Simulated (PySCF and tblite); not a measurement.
4 E/Z isomers of C₅H₄F₄, numbered alike:

| isomer | SMILES | descriptors |
| --- | --- | --- |
| A | [F:1]/[CH:2]=[CH:3]/[CH:4]=[CH:5]\[C:6]([F:7])([F:8])[F:9] | 2=3 E, 4=5 Z |
| B | [F:1]/[CH:2]=[CH:3]\[CH:4]=[CH:5]/[C:6]([F:7])([F:8])[F:9] | 2=3 Z, 4=5 Z |
| C | [F:1]/[CH:2]=[CH:3]\[CH:4]=[CH:5]\[C:6]([F:7])([F:8])[F:9] | 2=3 Z, 4=5 E |
| D | [F:1]/[CH:2]=[CH:3]/[CH:4]=[CH:5]/[C:6]([F:7])([F:8])[F:9] | 2=3 E, 4=5 E |

Computed spectrum of one of them (conformer average at 298.15 K; GFN2-xTB geometries, energies LC-wPBE/pcSseg-1 (IEF-PCM, methanol) (D3(BJ) added where defined), GIAO shieldings LC-wPBE/pcSseg-1 (IEF-PCM, methanol); references on GFN2-xTB geometries), in ppm: ¹H (against TMS): 7.63 (1H), 7.37 (1H), 6.34 (1H), 6.16 (1H). ¹³C (against TMS): 172.5 (1C), 146.6 (1C), 136.1 (1C), 129.9 (1C), 115.8 (1C). Of the H, only those on carbon are given.

Which isomer is it?

B. After a straight-line scaling (slope 0.85 to 1.15) of computed carbon shifts, the largest errors are A 3.0 ppm (at 115.8), B 2.5 ppm (at 146.6), C 5.4 ppm (at 146.6), D 4.8 ppm (at 146.6). Assigned: ¹H (against TMS): 7.63 (H4, 1H), 7.37 (H2, 1H), 6.34 (H3, 1H), 6.16 (H5, 1H). ¹³C (against TMS): 172.5 (C2), 146.6 (C4), 136.1 (C6), 129.9 (C5), 115.8 (C3). For comparison, at another level (GFN2-xTB geometries, energies PBE0/pcSseg-1 (D3(BJ) added where defined), GIAO shieldings PBE0/pcSseg-1) the isomers give: A: ¹H (against TMS): 7.26 (H2, 1H), 6.98 (H3, 1H), 6.46 (H4, 1H), 5.79 (H5, 1H). ¹³C (against TMS): 168.6 (C2), 141.1 (C4), 132.4 (C6), 126.6 (C5), 117.9 (C3). ¹⁹F (against CFCl3): -71.8 (F7/F8/F9), -103.5 (F1). B: ¹H (against TMS): 7.28 (H4, 1H), 7.00 (H2, 1H), 6.30 (H3, 1H), 5.85 (H5, 1H). ¹³C (against TMS): 163.7 (C2), 138.4 (C4), 132.5 (C6), 126.0 (C5), 114.8 (C3). ¹⁹F (against CFCl3): -71.2 (F7/F8/F9), -112.4 (F1). C: ¹H (against TMS): 7.54 (H4, 1H), 6.99 (H2, 1H), 5.74 (H5, 1H), 5.69 (H3, 1H). ¹³C (against TMS): 164.0 (C2), 135.9 (C4), 132.6 (C6), 126.1 (C5), 116.4 (C3). ¹⁹F (against CFCl3): -82.0 (F7/F8/F9), -109.9 (F1). D: ¹H (against TMS): 7.36 (H2, 1H), 6.85 (H4, 1H), 6.38 (H3, 1H), 5.81 (H5, 1H). ¹³C (against TMS): 168.8 (C2), 138.4 (C4), 132.3 (C6), 126.6 (C5), 118.9 (C3). ¹⁹F (against CFCl3): -82.5 (F7/F8/F9), -105.9 (F1).

Unscaled ¹⁹F shifts at such levels can be off by tens of ppm; differences between conformers or isomers are more reliable. Shifts are unscaled: against experiment ¹³C can be off by 15 ppm or more and ¹H by 0.8 ppm. The search found a single conformer for at least one isomer; other rotamers may be missing.
